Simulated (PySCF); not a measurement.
# Computed spin Hamiltonian

Compound: C6H7O (doublet state).
Cartesian coordinates in Å at the PBE0-D3(BJ)/def2-SVP level; atoms count from 1:
```
atom  x, y, z in Å
C1    -2.331    0.438   -0.042
C2    -1.388   -0.662    0.317
C3     0.044   -0.286    0.119
C4     1.005   -0.684   -0.767
C5     2.175    0.083   -0.464
C6     1.829    0.890    0.577
O7     0.545    0.672    0.933
H8    -2.560    1.226    0.679
H9    -2.605    0.605   -1.087
H10   -1.578   -1.555   -0.300
H11   -1.533   -0.963    1.370
H12    0.890   -1.440   -1.541
H13    3.143    0.040   -0.957
H14    2.367    1.638    1.154
```

The hyperfine couplings belong to this conformer and change with its torsions.

The species is `o1cccc1C[CH2]` [radical].

Computed with UKS B3LYP, IGLO-III on C O, pcH-1 on H, non-relativistic, mean-field spin-orbit, GIAO in PySCF. The structure is a single PBE0-D3(BJ)/def2-SVP conformer in the gas phase; no vibrational or solvent corrections. Stability of the SCF solution: not tested.

- g1, g2, g3: 2.00216, 2.00280, 2.00286
- g_iso: 2.00261
- Form of g: close to axial: the two nearest values differ by 10 % of g3 − g1
- ⟨S²⟩: 0.7539 (exact 0.7500)
- α and β electrons: 26, 25
- Basis functions: 315

Hyperfine couplings atom by atom, in 10⁻⁴ cm⁻¹; T1 to T3 are the principal values of the dipolar part (1 × 10⁻⁴ cm⁻¹ = 2.998 MHz):

```tsv
atom	isotope	a_iso	T1	T2	T3	Mulliken spin population
C1	13C	33.6	-26.5	-26.3	52.8	1.10
C2	13C	-9.1	-0.8	0.0	0.8	-0.08
C3	13C	26.8	-1.9	-1.8	3.7	0.02
C4	13C	0.6	-0.5	-0.2	0.7	0.02
C5	13C	0.5	-0.2	0.0	0.2	0.00
C6	13C	0.6	-0.3	0.0	0.4	0.01
O7	17O	0.2	-0.5	0.1	0.4	0.00
H8	1H	-20.6	-12.8	-0.2	13.0	-0.05
H9	1H	-20.4	-12.7	-0.3	13.0	-0.05
H10	1H	12.1	-1.7	-1.5	3.2	0.02
H11	1H	9.6	-1.7	-1.5	3.2	0.01
H12	1H	-0.2	-0.4	-0.3	0.8	0.00
H13	1H	0.3	-0.2	-0.1	0.4	0.00
H14	1H	-0.2	-0.3	-0.2	0.5	0.00
```

The largest Mulliken spin populations are on C1 (+1.10) and C2 (-0.08). No atom but C1 exceeds +0.15. The angles at C1 add up to 358.3°, so it is nearly planar; its axial dipolar tensor and the negative couplings of its protons fit spin in a p orbital normal to that plane.

Axes: g3 points within 6° of the C1–H9 bond.

Under fast tumbling the dipolar parts average out, and these isotropic splittings remain: 2 × 1H (H8/H9, I = 1/2, 3 lines) with 2.19 mT, 2 × 1H (H10/H11, I = 1/2, 3 lines) with 1.16 mT and 1 × 1H (H13, I = 1/2, 2 lines) with 0.03 mT.

Class means assume fast exchange of nuclei equivalent by connectivity; if that motion is slow, each nucleus keeps its own coupling. The 1H value of +32.5 MHz is a mean of couplings from 28.7 to 36.4 MHz in this one geometry, not an average over conformers.

The 13C coupling of C1 (100.7 MHz) shows only in satellite lines or after enrichment, since that isotope makes up about 1.07 % of natural carbon.

The spin density at the nucleus, in bohr⁻³, is negative for C2 (-0.0243) and H8/H9 (-0.0137), for instance. A restricted open-shell determinant has no negative spin density anywhere; here it arises because α and β orbitals differ (spin polarisation).

The run took 1.9 min wall on one thread, Arm Neoverse N1 (shared host).
